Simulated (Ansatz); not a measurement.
Stepwise reaction of `C[Si](N)(N)F` with water, as a gas-phase model of exchange steps in deposition or etching. ΔE in kJ/mol; ΔG adds harmonic PBE0-D4 terms to CCSD(T)/CBS, at 1 bar.

Gas-phase electronic energies from Ansatz, PBE0-D4/def2-TZVP geometries. CCSD(T)/CBS adds triple-zeta CCSD(T) − MP2 to the extrapolated MP2 energy (def2 sets, frozen cores). This one scheme is used for every species. DFT in def2-TZVPP. B3LYP here is the variant with VWN-RPA as its local correlation; programs differ in this. Each species was taken in one conformer, which may not be the lowest.

| step | reaction | PBE-D4 | B3LYP-D4 | ωB97M-V | CCSD(T)/CBS | ΔG(500 K) |
| --- | --- | --- | --- | --- | --- | --- |
| 2 | `C[Si](N)(O)F` + H₂O → `C[Si](O)(O)F` + NH₃ | -46.4 | -49.5 | -49.2 | -47.3 | -44.4 |

Task: Give the row of step 1, `C[Si](N)(N)F` + H₂O → `C[Si](N)(O)F` + NH₃. (Estimate.)

Result: Computed: 
| step | reaction | PBE-D4 | B3LYP-D4 | ωB97M-V | CCSD(T)/CBS | ΔG(500 K) |
| --- | --- | --- | --- | --- | --- | --- |
| 1 | `C[Si](N)(N)F` + H₂O → `C[Si](N)(O)F` + NH₃ | -43.7 | -46.9 | -46.7 | -44.0 | -43.1 |

Task: By hand: ΔE of the 2 steps together at CCSD(T)/CBS.

Result: (-44.0) + (-47.3) = -91.3 kJ/mol, or -45.6 kJ/mol a step.

In ΔE the steps differ by no more than 3.3 kJ/mol. All are downhill at CCSD(T)/CBS. ΔG lies between -44.4 and -43.1 kJ/mol a step. PBE-D4 differs from CCSD(T)/CBS by 0.3 to 0.9 kJ/mol a step. Only this route is followed, and other bonds may react first. Isolated molecules leave out the surface, adducts and barriers. Largest T1 diagnostic: 0.011.
